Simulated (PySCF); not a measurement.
(3S)-3-fluorobut-1-ene (C4H7F), SMILES C=C[C@H](C)F. The structure is a stationary point at PBE-D3(BJ)/def2-SVP. Other conformers were not sampled.

Task: Give the equilibrium geometry at PBE-D3(BJ)/def2-SVP (PySCF confirms it by a frequency run) as Cartesian coordinates in Å. (An estimate is asked for; the answer gives what the named calculation found.)

Result: This is not unique; one that fits is 
```xyz
12

C      1.8914     0.5055    -0.0189
C      0.8842    -0.1046    -0.6625
C     -0.4237    -0.4817    -0.0206
C     -1.6213     0.2055    -0.6694
F     -0.4068    -0.1624     1.3377
H      1.8011     0.7531     1.0498
H      2.8269     0.7682    -0.5352
H      0.9703    -0.3604    -1.7337
H     -0.5527    -1.5896    -0.0927
H     -2.5600    -0.1033    -0.1694
H     -1.6923    -0.0590    -1.7433
H     -1.5155     1.3053    -0.5865
```
